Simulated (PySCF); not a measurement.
## Phosphorus: a sound run and one with changed settings

Sound run: P²⁺ [Ne] 3s2 3p1, P³⁺ [Ne] 3s2. All numbers are calculated (PySCF 2.14, no relativity, point nucleus, in 6-31G* (4s3p1d, 18 functions)). In the sound run the correlated levels freeze [Ne]. The sound run starts from symmetry-adapted Hartree-Fock orbitals and uses a fine grid where one is needed.

Changed run: scalar relativity by spin-free X2C-1e. This setting is unsound on purpose.

```tsv
species	method	sound run (hartree)	changed run (hartree)	converged
P²⁺	UHF	-339.61887	-340.35126	yes
P²⁺	B3LYP	-340.14665	-340.87867	yes
P²⁺	M06-L	-340.12280	-340.85502	yes
P²⁺	MP2	-339.65754	-340.38993	yes
P²⁺	CCSD(T)	-339.67723	-340.40953	yes
P³⁺	UHF	-338.52994	-339.26168	yes
P³⁺	B3LYP	-339.03019	-339.76156	yes
P³⁺	M06-L	-339.01276	-339.74427	yes
P³⁺	MP2	-338.56242	-339.29412	yes
P³⁺	CCSD(T)	-338.57733	-339.30893	yes
```

Ionisation energy of P²⁺:

```
 method  sound run (eV)  changed run (eV)
    UHF          29.631            29.649
  B3LYP          30.380            30.398
  M06-L          30.206            30.225
    MP2          29.800            29.818
SCS-MP2          29.783            29.802
   CCSD          29.913            29.933
CCSD(T)          29.930            29.949
```

Most of the change in total energy is the relativistic energy itself. On top of that the contraction fixes the core shape for the Hamiltonian it was made with, so the changed run is not a good calculation with the other Hamiltonian either.

For comparison, NIST gives 30.203 eV between the lowest levels.
